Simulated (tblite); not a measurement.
Species: C6H10ClFSi.
Z-matrix (Å and degrees, GFN2-xTB geometry), rows numbered from 1:
```
C 
C   1  1.3181
F   2  1.3549  1  119.67
C   2  1.4995  1  127.87  3  -178.29
C   4  1.5039  2  109.71  1   101.62
Cl  5  1.7402  4  113.24  2   -71.69
C   5  1.3264  4  125.80  2   106.27
C   7  1.4808  5  125.95  4  -176.87
Si  8  1.9172  7  110.22  5    93.86
H   1  1.0751  2  121.33  3    -0.10
H   1  1.0730  2  120.85  3   179.74
H   4  1.0903  2  109.16  1   -19.18
H   4  1.0918  2  109.16  1  -138.90
H   7  1.0813  5  117.63  4     0.53
H   8  1.0895  7  110.25  5   -26.60
H   8  1.0899  7  109.81  5  -145.43
H   9  1.4640  8  107.55  7  -176.82
H   9  1.4605  8  109.14  7   -56.44
H   9  1.4632  8  108.68  7    63.99
```

Computed with GFN2-xTB (tblite): harmonic, unscaled wavenumbers at the GFN2-xTB geometry, gas phase. This tight-binding method is rough: wavenumbers can miss measured ones by several per cent, in bad cases by 10 to 20. Modes of hydrogen on silicon can be 10 to 20 % off. One conformer, not necessarily the lowest.

Harmonic wavenumbers (cm⁻¹): 26.4, 34.9, 45.2, 67.8, 103.8, 131.4, 218.9, 279.2, 303.6, 384.9, 433.1, 447.3, 477.7, 509.8, 554.8, 592.3, 664.2, 718.2, 725.7, 767.0, 781.4, 784.2, 805.5, 838.3, 866.0, 879.8, 926.4, 947.5, 1021.9, 1117.6, 1124.8, 1167.7, 1191.9, 1228.4, 1264.9, 1290.0, 1373.9, 1432.5, 1462.0, 1700.8, 1732.0, 2263.9, 2272.4, 2296.5, 2985.9, 2987.0, 2997.3, 2998.1, 3064.4, 3133.0, 3173.5.

A = 1600, B = 679.5, C = 579.5 MHz; mass 164.022 u (most abundant isotopes); point group C1, symmetry number 1.

Q: Zero-point energy?

A: ½Σν̃ = 29798 cm⁻¹ = 85.20 kcal/mol.

Q: What is S at 273.15 K and 1 bar for an ideal gas of classical rigid rotors and harmonic oscillators?

A: Translation 40.78, rotation 30.35, vibration 37.03: S = 108.2 cal/(mol K).

Q: And Cp and H(273.15 K) − H(0)?

A: Cp = 41.02 cal/(mol K), of which vibrations give 33.07 (their classical limit is 51 R = 101.3); H(273.15 K) − H(0) = 6.96 kcal/mol without the zero-point energy, 4.79 from vibrations.

Q: What must be added to the electronic energy to get the Gibbs energy at 273.15 K and 1 bar?

A: ZPE + [H(273.15 K) − H(0)] − T·S = 85.20 + 6.96 − 29.55 = 62.61 kcal/mol.

Q: Blend soft modes into free rotors: weight 1/[1 + (100 cm⁻¹/ν̃)⁴] for the oscillator and the rest for a rotor with moment μB/(μ + B), μ = h/(8π²ν), B = 10⁻⁴⁴ kg m². What vibrational entropy results?

A: 31.47 cal/(mol K) in place of 37.03, which changes −T·S at 273.15 K by +1.52 kcal/mol.

Q: Which modes carry the vibrational entropy at 273.15 K?

A: 26.4 cm⁻¹: 5.91; 34.9 cm⁻¹: 5.36; 45.2 cm⁻¹: 4.84; 67.8 cm⁻¹: 4.04; 103.8 cm⁻¹: 3.21; 131.4 cm⁻¹: 2.76 cal/(mol K); the other 45 give 10.91 together.

Hindered rotation and anharmonicity are outside this model. Other conformers, if any are populated, would add a mixing term that is left out. The structure is chiral; the term R ln 2 for an equal mix with its mirror image is left out.
